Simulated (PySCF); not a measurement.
# Dipole moment and polarisability of `[BH3-][N+]#CCC(=O)C(F)(F)F`

Species: C4H5BF3NO.
Cartesian coordinates in Å at the PBE0-D3(BJ)/def2-SVP level; atoms count from 1:
```
atom  x, y, z in Å
B1     3.3732    0.5694    0.3008
N2     1.9436    0.0359    0.3062
C3     0.8689   -0.3736    0.3194
C4    -0.4816   -0.8914    0.3354
C5    -1.4455   -0.0534   -0.4935
O6    -1.1580    0.9380   -1.0879
C7    -2.8898   -0.6007   -0.4932
F8    -3.6779    0.1309   -1.2430
F9    -3.3520   -0.6115    0.7590
F10   -2.8907   -1.8571   -0.9421
H11    3.6825    0.6913    1.4782
H12    3.3256    1.6363   -0.2939
H13    4.0382   -0.2749   -0.2836
H14   -0.4964   -1.9303   -0.0373
H15   -0.8578   -0.9347    1.3728
```

Level: PBE0/def2-SVPD (PySCF), static field, nuclei fixed, core orbitals frozen in the response. The polarisability tensor in these axes (au):

```
x   115.90  14.13   4.43
y    14.13  71.12  -3.95
z     4.43  -3.95  63.99
```

Question: What are the eigenvalues, a third of the trace, and Δα (Δα² = ½Σ(αi − αj)² over the three pairs)?

Answer: Principal values 60.15, 70.69 and 120.16 au; mean 83.67 au = 12.40 Å³ = 13.79 × 10⁻⁴⁰ C²·m²/J; Δα = 55.50 au (66 % of the mean).

Question: What is the dipole moment, and where does it point?

Answer: (-5.27, -3.62, 1.15) D, 6.50 D in size, pointing from the negative to the positive side. Measured along this direction, the outermost atoms are H12 at the negative end and F10 and F9 at the positive end.

Question: Find the Langevin capture rate constant for NH4+ (18.034 u) meeting this molecule (151.042 u), k = 2.342 × 10⁻⁹ cm³/s × √(α in Å³ / reduced mass in u).

Answer: The reduced mass is 16.11 u, so k = 2.05 × 10⁻⁹ cm³/s. The formula leaves out the permanent dipole, which adds to the capture rate.

Question: Rayleigh depolarisation ratio (linearly polarised light, static tensor)?

Answer: ρ = 3Δα²/(45ᾱ² + 4Δα²) = 9239.7/(315002 + 12319.6) = 0.0282.

Question: Directions of the eigenvectors, and the extent of the frame along each?

Answer: Largest value along (0.96, 0.27, 0.06), where the nuclei span 7.38 Å; middle along (-0.19, 0.79, -0.59), 3.00 Å; least along (-0.20, 0.55, 0.81), 2.17 Å. The response follows the extents in order.

Question: Molar refractivity from α?

Answer: Lorentz–Lorenz: R = (4π/3)N_A α = 2.5225 cm³/(mol·Å³) × 12.40 Å³ = 31.3 cm³/mol, in the limit of long wavelengths.

One conformer (not necessarily the lowest) at the PBE0-D3(BJ)/def2-SVP geometry, without solvent, vibrations or thermal averaging.
